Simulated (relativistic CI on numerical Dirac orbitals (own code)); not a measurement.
## Ir²⁺ (5d7) in a crystal field

Calculated by Dirac-Coulomb-Breit CI, orbitals from a KLI potential per configuration, model QED (radiative potential, 1s self-energy scaled to tabulated hydrogen-like ionisation energies), valence Slater integrals scaled by 0.85, one configuration in a parametric crystal field (own radial code).

Field parameters in Wybourne normalisation: D3d B²₀ = −7Dσ, B⁴₀ = −14Dq − 21Dτ, B⁴₃ = −14√(10/7) Dq; D4h B²₀ = −7Ds, B⁴₀ = 21(Dq − Dt), B⁴₄ = 21√(5/14) Dq; Td as Oh with Dq negative (B⁴₀ = 21Dq, B⁴₄ = √(5/14) B⁴₀). The field is a parameter set, without covalency.

S and J are read from ⟨S²⟩ = S(S + 1) and ⟨J²⟩ = J(J + 1) of each level; they are not fictitious spins.

Td, 10Dq = -16450 cm⁻¹, the lowest 16 levels:

```
E (cm⁻¹)  Degeneracy  Irrep     S     J
     0.0           4     Γ8  1.46  3.92
    9832           4     Γ8  0.96  4.26
   11787           2     Γ6  0.87  4.14
   13660           4     Γ8  0.81  3.29
   17659           2     Γ7  0.98  3.33
   18426           4     Γ8  1.21  3.40
   18775           2     Γ6  1.32  3.78
   19577           4     Γ8  1.24  4.09
   19696           2     Γ7  1.40  3.39
   21555           4     Γ8  1.07  3.52
   23443           2     Γ6  1.32  3.80
   26478           4     Γ8  1.39  2.79
   27781           4     Γ8  1.14  3.22
   27848           2     Γ7  1.21  3.56
   30579           4     Γ8  0.73  3.78
   30821           2     Γ6  0.84  3.18
```

Td, 10Dq = -6500 cm⁻¹, the lowest 10 levels:

```
E (cm⁻¹)  Degeneracy  Irrep     S     J
     0.0           4     Γ8  1.44  4.27
    4098           4     Γ8  1.33  4.39
    5414           2     Γ6  1.31  4.38
    9178           4     Γ8  1.34  3.05
   10553           2     Γ7  1.47  3.33
   10923           2     Γ6  1.43  3.58
   12793           4     Γ8  1.28  2.75
   12843           2     Γ7  1.25  2.79
   13880           4     Γ8  1.13  2.72
   15881           4     Γ8  0.80  4.43
```

Td, 10Dq = -5150 cm⁻¹, the lowest 10 levels:

```json
{"E (cm⁻¹)": "0.0", "Degeneracy": "4", "Irrep": "Γ8", "S": "1.44", "J": "4.34"}
{"E (cm⁻¹)": "3161", "Degeneracy": "4", "Irrep": "Γ8", "S": "1.36", "J": "4.42"}
{"E (cm⁻¹)": "4248", "Degeneracy": "2", "Irrep": "Γ6", "S": "1.34", "J": "4.42"}
{"E (cm⁻¹)": "8519", "Degeneracy": "4", "Irrep": "Γ8", "S": "1.37", "J": "3.07"}
{"E (cm⁻¹)": "9591", "Degeneracy": "2", "Irrep": "Γ7", "S": "1.47", "J": "3.36"}
{"E (cm⁻¹)": "9748", "Degeneracy": "2", "Irrep": "Γ6", "S": "1.45", "J": "3.55"}
{"E (cm⁻¹)": "11762", "Degeneracy": "4", "Irrep": "Γ8", "S": "1.34", "J": "2.82"}
{"E (cm⁻¹)": "11917", "Degeneracy": "2", "Irrep": "Γ7", "S": "1.28", "J": "2.72"}
{"E (cm⁻¹)": "12834", "Degeneracy": "4", "Irrep": "Γ8", "S": "1.10", "J": "2.36"}
{"E (cm⁻¹)": "15675", "Degeneracy": "4", "Irrep": "Γ8", "S": "0.77", "J": "4.43"}
```

D3d, 10Dq = 22850, Dσ = -240, Dτ = 340 cm⁻¹, the lowest 10 levels:

```csv
E (cm⁻¹),Degeneracy,Irrep,S,J
0.0,2,Γ4,0.66,3.90
411,2,Γ5+Γ6,0.65,3.94
8437,2,Γ4,1.48,4.22
9980,2,Γ4,1.44,3.93
10902,2,Γ5+Γ6,1.43,3.85
14900,2,Γ4,1.47,3.04
16070,2,Γ4,1.44,3.32
16082,2,Γ5+Γ6,1.41,3.46
21033,2,Γ5+Γ6,0.64,3.96
21150,2,Γ4,0.63,3.84
```

Principal g values of the ground doublet: 0.45, 0.45, 2.43.

D4h, 10Dq = 35650, Ds = 1950, Dt = 470 cm⁻¹, the lowest 16 levels:

```csv
E (cm⁻¹),Degeneracy,Irrep,S,J
0.0,2,Γ6,0.55,3.95
9631,2,Γ7,0.60,3.92
20877,2,Γ6,1.48,4.12
21837,2,Γ7,1.46,3.74
23997,2,Γ6,1.44,3.86
27355,2,Γ6,1.47,3.24
27581,2,Γ7,1.31,3.24
28793,2,Γ7,0.83,3.65
29071,2,Γ7,1.45,3.29
32323,2,Γ6,0.57,3.83
34620,2,Γ6,0.59,4.44
37599,2,Γ7,0.54,3.30
37655,2,Γ6,0.57,3.70
38725,2,Γ7,0.56,4.28
39643,2,Γ6,0.57,4.08
42947,2,Γ6,0.54,2.89
```

Principal g values of the ground doublet: 2.00, 2.65, 2.65.

The free-ion ground term has S = 3/2. The field overcomes the spin-pairing energy for D3d, 10Dq = 22850, Dσ = -240, Dτ = 340 cm⁻¹; D4h, 10Dq = 35650, Ds = 1950, Dt = 470 cm⁻¹, where the ground state has lower spin; these fields are assumed values.

Levels of this model without a field, named by their leading LS term: 4F_9/2 0, 4F_7/2 6749, 4F_5/2 8748, 4F_3/2 9255, 4P_3/2 13159, 4P_5/2 14881, 2G_9/2 15242, 4P_1/2 17780 cm⁻¹.
